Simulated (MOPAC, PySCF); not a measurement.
C$_{3}$H$_{6}$Si, SMILES `C1=C[SiH2]C1`, neutral singlet in the gas phase. 

Cartesian coordinates (Å):
SMILES: C1=C[SiH2]C1
```xyz
10

C      1.1373     0.0498    -0.0541
C      0.5567    -1.1573    -0.2504
Si    -1.1305    -0.4013    -0.0130
C      0.0508     1.0864     0.2031
H      2.2128     0.2762    -0.0711
H      1.0603    -2.1011    -0.4573
H     -2.0605    -0.3710    -1.1891
H     -1.9280    -0.8211     1.1856
H      0.0018     1.8855    -0.5514
H      0.0994     1.5539     1.1978
```
Charge 0, multiplicity 1.

All levels are single points at this geometry (PBE-D3(BJ)/def2-TZVP); Pople sets use spherical d functions. Orbital energies aren't observables, and empty levels follow the basis.

B3LYP/3-21G in PySCF gives HOMO (eV) = -7.16.

**Question.** Estimate the HOMO (eV) from each of these levels: PBE-D3(BJ)/def2-TZVP in PySCF; B3LYP/6-31G* in PySCF; B3LYP/LANL2DZ in PySCF; BP86/6-31G* in PySCF; M06-2X/6-31G* in PySCF; PBE/6-31G* in PySCF; SVWN5/6-31G* in PySCF; HF/6-31G* in PySCF; HF/STO-3G in PySCF; PM3 in MOPAC; PM6 in MOPAC; PM7 in MOPAC.

**Answer.** 
| level | HOMO (eV) |
|---|---|
| PBE-D3(BJ)/def2-TZVP in PySCF | -6.56 |
| B3LYP/6-31G* in PySCF | -7.14 |
| B3LYP/LANL2DZ in PySCF | -7.23 |
| BP86/6-31G* in PySCF | -6.37 |
| M06-2X/6-31G* in PySCF | -8.61 |
| PBE/6-31G* in PySCF | -6.28 |
| SVWN5/6-31G* in PySCF | -6.38 |
| HF/6-31G* in PySCF | -9.82 |
| HF/STO-3G in PySCF | -7.80 |
| PM3 in MOPAC | -9.63 |
| PM6 in MOPAC | -9.93 |
| PM7 in MOPAC | -10.22 |
